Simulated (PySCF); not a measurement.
# Spinor energies of Hg⁷⁷⁺ (mercury, charge +77)

Start: [He] 2s1; 2s1/2 filled at m_j = +1/2. Calculated with PySCF 2.14 in an even-tempered Gaussian basis (16 s from 69 bohr⁻², ratio 2.4; 13 p from 90 bohr⁻², ratio 2.4; 5 d from 280 bohr⁻², ratio 2.6; 4 f from 410 bohr⁻², ratio 2.6): generalised Hartree-Fock with the X2C-1e Hamiltonian and a Gaussian nucleus; one run each with spin-orbit coupling (SO) switched off, then screened by Boettger's factors.

| spinor shell | electrons | ε, spin-free (eV) | ε, screened SO (eV) | weight of nominal j (screened SO) | rms radius, screened SO (bohr) |
| --- | --- | --- | --- | --- | --- |
| 1s1/2 | 2 | -93870.3 | -93870.3 | 1.000 | 0.0186 |
| 2s1/2 | 1 | -23578.9 | -23578.9 | 1.000 | 0.0721 |

```
   quantity    spin-free  screened SO
E (hartree)  -7865.06076  -7865.06076
        M_J          1/2          1/2
       ⟨J²⟩        0.750        0.750
       ⟨L²⟩        0.000        0.000
       ⟨S²⟩        0.750        0.750
```

Each row is a mean over spinors that exchange with the open shell spreads, by up to 80.076 eV (1s1/2).

Breit and QED terms are absent; they matter most for the inner s and p1/2 levels.

Densities and radii are taken from the X2C orbitals without a picture-change correction, which distorts them close to the nucleus.

Without spin-orbit coupling the j labels of p, d and f shells carry no meaning; the spin-free column gives the mean over the occupied spinors of each nl shell.
